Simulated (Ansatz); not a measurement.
Ansatz (a program for electronic structure) input (HF/6-31G* with LANL2DZ past Ar): The .json file joins the Basis Set Exchange's 6-31G* for atoms up to Ar and LANL2DZ past it.

Ansatz 0.2 input:
```yaml
crystal:
  periodic: [false, false, false]
  atoms:
    - {symbol: Sn, position_ang: [-0.00349532, -0.01260940, 0.62871775]}
    - {symbol: Cl, position_ang: [1.19244980, 1.38873918, -0.89050383]}
    - {symbol: Cl, position_ang: [-1.18216943, -1.35165270, -0.95866602]}
basis:
  gaussian:
    orbitals: 6-31Gs+LANL2DZ.json
hamiltonian:
  xc: {name: HF}
relax: {f_tol: 0.003, max_steps: 120}
```

Output:

```
WARN ansatz: RAYON_NUM_THREADS=1 ignored (pool sized by the plan → 1); use --threads N
Functional definition: HF
integrals: 0.01 GiB planned
507 factors; integrals over basis functions are off by at most 1.4e-4 eV
mean field: 0.08 GiB planned
mean field evaluation 1: about -25096.0901 eV, gradient 1.8e1 eV
mean field evaluation 2: about -25096.0932 eV, gradient 1.8e1 eV
mean field evaluation 4: about -25097.3193 eV, gradient 9.2e-1 eV
mean field evaluation 8: about -25097.3290 eV, gradient 1.1e-4 eV
mean field -25097.32902715 eV, -922.3098301671 hartree, gradient 1.3e-5 eV, S^2 0.000000; 0 other end points of the search recorded, 0 dependent functions left out
the calculation of the forces begins
reference -25097.32902715 eV, -922.3098301671 hartree; 19, 19 occupied and 27, 27 virtual orbitals, 507 factors
relax step   1: F+E_penalty+E_count = -25097.32902715 eV  Δ(F+E_penalty+E_count) = +0.000e0 eV  max|allowed force component| = 3.511e-2 eV/Å  Δτ_max = 0.0000 Å  (27 SCF iters, accepted)
these checks for a lower state are left out or cut short: starts, cluster_reference, orbital_swaps, neighbouring_geometries, increment
integrals: 0.01 GiB planned
507 factors; integrals over basis functions are off by at most 1.4e-4 eV
mean field: 0.08 GiB planned
mean field evaluation 16: about -25097.3293 eV, gradient 1.1e-5 eV
mean field -25097.32931275 eV, -922.3098406627 hartree, gradient 1.1e-5 eV, S^2 0.000000; 0 other end points of the search recorded, 0 dependent functions left out
the calculation of the forces begins
reference -25097.32931275 eV, -922.3098406627 hartree; 19, 19 occupied and 27, 27 virtual orbitals, 507 factors
relax step   2: F+E_penalty+E_count = -25097.32931275 eV  Δ(F+E_penalty+E_count) = -2.856e-4 eV  max|allowed force component| = 5.335e-2 eV/Å  Δτ_max = 0.0311 Å  (26 SCF iters, accepted)
these checks for a lower state are left out or cut short: starts, cluster_reference, orbital_swaps, neighbouring_geometries, increment
integrals: 0.01 GiB planned
507 factors; integrals over basis functions are off by at most 1.4e-4 eV
mean field: 0.08 GiB planned
mean field -25097.33000334 eV, -922.3098660416 hartree, gradient 1.1e-5 eV, S^2 0.000000; 0 other end points of the search recorded, 0 dependent functions left out
the calculation of the forces begins
reference -25097.33000334 eV, -922.3098660416 hartree; 19, 19 occupied and 27, 27 virtual orbitals, 507 factors
relax step   3: F+E_penalty+E_count = -25097.33000334 eV  Δ(F+E_penalty+E_count) = -6.906e-4 eV  max|allowed force component| = 7.764e-4 eV/Å  Δτ_max = 0.0140 Å  (27 SCF iters, accepted)
integrals: 0.01 GiB planned
507 factors; integrals over basis functions are off by at most 1.4e-4 eV
mean field: 0.08 GiB planned
mean field evaluation 32: about -25096.0933 eV, gradient 1.8e1 eV
mean field -25097.33000334 eV, -922.3098660416 hartree, gradient 1.1e-5 eV, S^2 0.000000; 1 other end points of the search recorded, 0 dependent functions left out
the calculation of the forces begins
reference -25097.33000334 eV, -922.3098660416 hartree; 19, 19 occupied and 27, 27 virtual orbitals, 507 factors
Total energy: -25097.33000334 eV, -922.3098660416 hartree
Atom 0 at    -0.003552    -0.012815     0.638959 Å, force    -0.000004    -0.000016     0.000776 eV/Å
Atom 1 at     1.181802     1.376521    -0.895931 Å, force    -0.000448    -0.000512    -0.000401 eV/Å
Atom 2 at    -1.171465    -1.339229    -0.963480 Å, force     0.000452     0.000527    -0.000375 eV/Å
Dipole moment:    -0.005345    -0.019283     0.961471 e Å
```
